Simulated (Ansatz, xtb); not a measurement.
Ligand exchange: C4H10O + B(CH3)2(SH) → C4H10S + B(CH3)2(OH)

Species: C4H10O `CC(C)CO`, singlet; B(CH3)2(SH), singlet; C4H10S `CC(C)CS`, singlet; B(CH3)2(OH), singlet. The partners trade OH for SH: C–OH and B–SH bonds give way to C–SH and B–OH.

Shapes, held fixed at every level: PBE0-D4/def2-TZVP. Flexible molecules stand in one conformer, not always the lowest. Programs: Ansatz 0.2.0, xtb 6.7.1. Electronic energies: no zero-point or thermal term.

```
               level                    kind  ΔE (kJ/mol)  less CCSD(T)/CBS estimate  CPU time (sum over the molecules)
            GFN2-xTB          semi-empirical        -63.2                      +20.5                             0.24 s
       HF/def2-TZVPP            Hartree–Fock        -83.0                       +0.7                                  –
r2SCAN-D4/def2-TZVPP                meta-GGA        -77.4                       +6.3                               47 s
 B3LYP-D4/def2-TZVPP           global hybrid        -81.1                       +2.6                               58 s
  wB97M-V/def2-TZVPP  range-separated hybrid        -83.0                       +0.7                              2 min
   B2PLYP/def2-TZVPP           double hybrid        -82.6                       +1.1                               73 s
  CCSD(T)/def2-TZVPP   coupled cluster or CI        -81.7                       +2.0                             30 min
CCSD(T)/CBS estimate   coupled cluster or CI        -83.7                        0.0                             36 min
```

The highest level, CCSD(T)/CBS estimate, gives ΔE = -83.7 kJ/mol; the levels span -83.7 to -63.2. The column of differences is taken from that level and isn't an error. No measured value is set beside it here. The CBS estimate extrapolates MP2 from def2-TZVPP and def2-QZVPP and adds CCSD(T) − MP2 in the triple-zeta set, cores frozen. Times are processor times on shared x86 and Arm servers, and rough.
